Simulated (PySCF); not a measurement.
# Selenium: a sound run and one with changed settings

Sound run: Se [Ar] 3d10 4s2 4p4, Se⁺ [Ar] 3d10 4s2 4p3. Computed with PySCF 2.14 in cc-pVDZ-DK, with the spin-free X2C one-electron Hamiltonian (Gaussian nucleus). In the sound run the correlated levels freeze [Ar] 3d10. The sound run starts from symmetry-adapted Hartree-Fock orbitals and uses a fine grid where one is needed.

Changed run: the non-relativistic Hamiltonian (point nucleus). This setting is unsound on purpose.

```json
{"species": "Se", "method": "UHF", "sound run (hartree)": "-2427.95937", "changed run (hartree)": "-2383.02748", "converged": "yes"}
{"species": "Se", "method": "M06-2X", "sound run (hartree)": "-2429.82087", "changed run (hartree)": "-2384.89346", "converged": "yes"}
{"species": "Se", "method": "r2SCAN", "sound run (hartree)": "-2429.68696", "changed run (hartree)": "-2384.75796", "converged": "yes"}
{"species": "Se", "method": "MP2", "sound run (hartree)": "-2428.03040", "changed run (hartree)": "-2383.09892", "converged": "yes"}
{"species": "Se", "method": "CCSD(T)", "sound run (hartree)": "-2428.04662", "changed run (hartree)": "-2383.11565", "converged": "yes"}
{"species": "Se⁺", "method": "UHF", "sound run (hartree)": "-2427.64684", "changed run (hartree)": "-2382.71196", "converged": "yes"}
{"species": "Se⁺", "method": "M06-2X", "sound run (hartree)": "-2429.46962", "changed run (hartree)": "-2384.53981", "converged": "yes"}
{"species": "Se⁺", "method": "r2SCAN", "sound run (hartree)": "-2429.33245", "changed run (hartree)": "-2384.40037", "converged": "yes"}
{"species": "Se⁺", "method": "MP2", "sound run (hartree)": "-2427.70305", "changed run (hartree)": "-2382.76907", "converged": "yes"}
{"species": "Se⁺", "method": "CCSD(T)", "sound run (hartree)": "-2427.71835", "changed run (hartree)": "-2382.78505", "converged": "yes"}
```

Ionisation energy of Se:

| method | sound run (eV) | changed run (eV) |
| --- | --- | --- |
| UHF | 8.504 | 8.586 |
| M06-2X | 9.558 | 9.623 |
| r2SCAN | 9.647 | 9.730 |
| MP2 | 8.907 | 8.976 |
| SCS-MP2 | 8.927 | 8.995 |
| CCSD | 8.927 | 8.991 |
| CCSD(T) | 8.933 | 8.996 |

Most of the change in total energy is the relativistic energy itself. On top of that the contraction fixes the core shape for the Hamiltonian it was made with, so the changed run is not a good calculation with the other Hamiltonian either.

For comparison, NIST gives 9.752 eV between the lowest levels.
